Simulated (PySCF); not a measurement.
## Electron affinity of I by level of theory

I⁻ [Xe] (1S) → I [Kr] 4d10 5s2 5p5 (2P), as a difference of total energies. Computed with PySCF 2.14 in def2-TZVPPD with the def2 core potential (28 electrons) (7s6p4d2f, 59 functions), with scalar relativity through the core potential. Correlated levels: valence: 4s2 4p6 4d10 frozen; valence and next inner shell: nothing frozen outside the core potential. The calculations carry no spin-orbit coupling.

| method | electron affinity (eV) |
| --- | --- |
| UHF | 2.311 |
| LDA | 3.512 |
| PBE | 3.252 |
| PBE0 | 3.244 |
| r2SCAN | 3.270 |
| MN15 | 3.133 |
| PBEsol | 3.280 |
| PW91 | 3.306 |
| MP2 (valence) | 3.152 |
| SCS-MP2 (valence) | 3.085 |
| MP2 (valence and next inner shell) | 3.236 |

Q: Estimate what LC-wPBE gives.

A: 3.205 eV, closest to MP2 (valence and next inner shell) among the rows shown.

Q: Estimate what SCS-MP2 (valence and next inner shell) gives.

A: 3.141 eV, closest to MN15 among the rows shown.

The reference lies between the lowest fine-structure levels, while these numbers refer to the centres of the terms.

Errors of the correlated levels include the incompleteness of this basis and the frozen core.

For comparison: 3.059 eV (measured; photodetachment measurements, as compiled on the Wikipedia data page of electron affinities).
